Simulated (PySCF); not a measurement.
# Calculated NMR parameters of C#CCn1nc(F)cc1[SiH3]

- Formula: C6H7FN2Si
- SMILES: C#CCn1nc(F)cc1[SiH3]
- InChI: InChI=1S/C6H7FN2Si/c1-2-3-9-6(10)4-5(7)8-9/h1,4H,3H2,10H3
- Point group of the computed structure: C1
- Degrees of unsaturation: 5
- Carbon signals: 6
- Proton signals: 4

Mapped SMILES: `[CH:1]#[C:2][CH2:3][n:4]1[n:5][c:6]([F:7])[cH:8][c:9]1[SiH3:10]` (H(Xn): hydrogen on atom n).

How the numbers were obtained: coordinates at the GFN2-xTB level, σ from GIAO-PBE0/pcSseg-1, in PySCF 2.14 (non-relativistic, in vacuum, averaged over atoms made equivalent by symmetry, fast rotation or ring inversion, a single conformation).

Shifts are taken against calculated references (same method and geometry level): $^{1}$H and $^{13}$C and $^{29}$Si against TMS; $^{19}$F against CFCl3; $^{15}$N against NH3.

| carbon | δC, type | δH (multiplicity) | HMBC from (2–3 bonds) | span of the C tensor (ppm) |
| --- | --- | --- | --- | --- |
| C1 | 82.8, CH | 1.92 (t) | H(C3) | 204 |
| C2 | 83.4, C | – | H(C3), H(C1) | 290 |
| C3 | 44.2, CH2 | 4.96 (d) | H(C1) | 50 |
| C6 | 173.1, C | – | H(C8) | 114 |
| C8 | 108.6, CH | 6.25 (m) | H(Si10) | 137 |
| C9 | 135.8, C | – | H(C8), H(C3), H(Si10) | 152 |

Other nuclei:
```
  atoms    nucleus                         environment  δ (ppm)  σ (ppm)
H(Si10)    $^{1}$H   hydrogen on a silicon bonded to C     4.61    27.10
     F7   $^{19}$F                       aryl fluorine   -143.3    314.2
   Si10  $^{29}$Si            silicon bonded to C, 3 H    -89.0    438.2
     N5   $^{15}$N  pyridine-type nitrogen of an azole    330.8    -63.0
     N4   $^{15}$N          pyrrole-type ring nitrogen    221.9     45.8
```

- Carbon types of the structure: 3 × C, 2 × CH, 1 × CH2, leaving 3 H on heteroatoms.
- δC 173.1: aromatic carbon bearing fluorine; the electronegative substituent deshields the carbon that carries it.
- δC 135.8: substituted aromatic carbon next to a ring nitrogen.
- δC 108.6: aromatic CH.
- δC 83.4: alkyne carbon; the triple bond shields along its axis, which puts it between sp3 and sp2 carbons.
- δC 82.8: terminal alkyne carbon; sp carbons lie upfield of alkene carbons because the cylindrical π system leaves one tensor component strongly shielded.

Splittings by $^{19}$F in the carbon and heteronuclear signals aren't shown, as no couplings were computed. Shifts are as computed. Against solution values, carbons near 30 ppm lie about +3 ppm off and those near 130 ppm about +5 ppm. Of 1211 compounds with measured shifts, 218 miss one by over three times the rms of a fit or turn the order of signals round; such compounds aren't used in these exercises. Unscaled 19F shifts against computed CFCl3 carry errors that often reach 10 to 50 ppm. Experimental scales use liquid or dissolved standards, which lie at an offset from isolated NH3 (liquid NH3: subtract about 20 ppm). Unscaled 15N shifts of sp2 nitrogen come out 20 to 40 ppm too high even then. Multiplicities follow the n + 1 count of equivalent neighbours, as no J values were calculated; m marks all less simple cases, F and P coupling included.
